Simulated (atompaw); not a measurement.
u(r) = r·R(r): atom against pseudo-atom (beryllium (Be))

Columns: radius, all-electron u(r) and pseudo u(r) of the 2p shell (level -5.73 eV) of beryllium in the configuration [He] 2s1.5 2p0; LDA (PW92), non-relativistic, PAW (atompaw) scheme, atompaw 4.2.0.5.

```
r (bohr)  all-electron  pseudo
   0.115        0.0197  0.0048
   0.231        0.0649  0.0193
   0.346        0.1208  0.0425
   0.462        0.1809  0.0741
   0.577        0.2398  0.1123
   0.692        0.2954  0.1559
   0.808        0.3469  0.2037
   0.923        0.3929  0.2533
   1.038        0.4337  0.3035
   1.154        0.4695  0.3529
   1.269        0.4999  0.3992
   1.385        0.5254  0.4421
   1.500        0.5458  0.4796
   1.615        0.5617  0.5114
   1.731        0.5733  0.5374
   1.846        0.5809  0.5568
   1.962        0.5848  0.5701
   2.077        0.5854  0.5775
   2.192        0.5831  0.5797
   2.308        0.5781  0.5774
   2.423        0.5708  0.5714
   2.538        0.5616  0.5624
   2.654        0.5506  0.5512
   2.769        0.5383  0.5385
   2.885        0.5246  0.5247
   3.000        0.5101  0.5101
```

**Question.** How many radial nodes do the two functions have?

**Answer.** The all-electron 2p function has n − l − 1 = 0; the pseudo-wave has 0.

**Question.** Is the pseudo-wave norm-conserving?

**Answer.** No, it belongs to a PAW set: the norm inside the radius is not constrained, and the difference is carried by the augmentation charge.
